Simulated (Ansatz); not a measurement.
Start from `[CH3][GaH][O]CO` and change one atom or group to get `BCOCO`.

Ansatz, PBE0-D4/def2-TZVP geometries, multiplicity 1. Each molecule was computed in one conformer, which needn't be the lowest. `[CH3][GaH][O]CO` holds a close contact that its SMILES doesn't draw: O···Ga 2.20 Å.

Scalar relativity is left out up to krypton.

```
                             property  `[CH3][GaH][O]CO`
   HOMO energy (PBE0/def2-TZVPP) / eV              -7.07
  HOMO–LUMO gap (PBE/def2-TZVPP) / eV               4.55
HOMO–LUMO gap (B3LYP/def2-TZVPP) / eV               6.37
    LUMO energy (PBE/def2-TZVPP) / eV              -1.03
 HOMO–LUMO gap (PBE0/def2-TZVPP) / eV               6.90
HOMO energy (ωB97M-V/def2-TZVPP) / eV              -9.40
```

Give the same properties after the change, and the shifts. (Best estimate.)

The calculation gave: 
| property | `BCOCO` | shift |
| --- | --- | --- |
| HOMO energy (PBE0/def2-TZVPP) / eV | -8.01 | -0.94 |
| HOMO–LUMO gap (PBE/def2-TZVPP) / eV | 3.99 | -0.56 |
| HOMO–LUMO gap (B3LYP/def2-TZVPP) / eV | 6.13 | -0.24 |
| LUMO energy (PBE/def2-TZVPP) / eV | -2.42 | -1.39 |
| HOMO–LUMO gap (PBE0/def2-TZVPP) / eV | 6.63 | -0.27 |
| HOMO energy (ωB97M-V/def2-TZVPP) / eV | -10.43 | -1.03 |

With PBE0 the HOMO falls by 0.94 eV and the LUMO falls by 1.20 eV, so the gap narrows by about 0.26 eV. PBE moves the HOMO by -0.83 eV and ωB97M-V by -1.03 eV.

B3LYP here is the variant with VWN-RPA as its local correlation; programs differ in this.
